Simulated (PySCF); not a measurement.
The same groups moved round the core (thiophene hydroxy+boryl). Isolated molecules, 0 K electronic values unless said otherwise. One relaxed conformer stands for each flexible species; it need not be the lowest. Strings in code marks are SMILES.

These are ωB97X-D3(BJ)/def2-TZVP // PBE0-D3(BJ)/def2-SVP (PySCF) values and carry that method's errors. All candidates: neutral, multiplicity 1. Delta-SCF ions had no search for a lower state. Excitations are Tamm–Dancoff values on a coarser integration grid. The basis has no diffuse functions, so Rydberg states are missing or too high.

vertical electron affinity (Delta-SCF): 0.10 eV
T1 excitation (TDA): 3.07 eV
HOMO–LUMO gap: 8.84 eV

Q: Which member has these values?
A) `Bc1ccc(O)s1`
B) `Bc1csc(O)c1`
C) `Bc1sccc1O`
D) `Bc1cscc1O`

A: B, `Bc1csc(O)c1`. The others give `Bc1ccc(O)s1`: 0.07 eV, 3.01 eV, 9.00 eV; `Bc1cscc1O`: 0.05 eV, 3.51 eV, 9.02 eV; `Bc1sccc1O`: 0.03 eV, 3.06 eV, 9.07 eV
